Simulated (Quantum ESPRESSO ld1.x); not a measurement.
The numbers below are computed, except where a source is named.
Q: The mean radii <r> (bohr) of the occupied orbitals of an atom or ion are listed with their occupations. Code: ld1.x of Quantum ESPRESSO 7.5. Model: scalar-relativistic Kohn-Sham, LDA (Slater exchange, VWN5 correlation), spin-polarised, spherical densities, point nucleus.

orbital  occ.      <r>
1s down     1  0.01579
1s up       1  0.01579
2s up       1  0.06649
2s down     1  0.06649
2p up       3  0.06055
2p down     3  0.06055
3s up       1   0.1714
3s down     1   0.1713
3p up       3   0.1734
3p down     3   0.1732
3d up       5   0.1571
3d down     5   0.1569
4s up       1   0.3666
4s down     1   0.3670
4p up       3   0.3868
4p down     3   0.3874
4d up       5   0.3959
4d down     5   0.3968
4f up       7   0.3833
4f down     1   0.3848

Name the element and its charge. Open shells, if any, are filled with parallel spins first.

A: Z = 83, bismuth, charge +29: Bi29+ in [Kr] 4d10 4f8. The 1s radius gives Z: for a bare nucleus <r> = (2 gamma + 1)/(2Z) with gamma = sqrt(1 - (Z/c)^2), 0.01561 bohr for Z = 83, and screening makes it slightly larger (0.01579 here). The occupations add up to 54, and the charge is Z minus that.
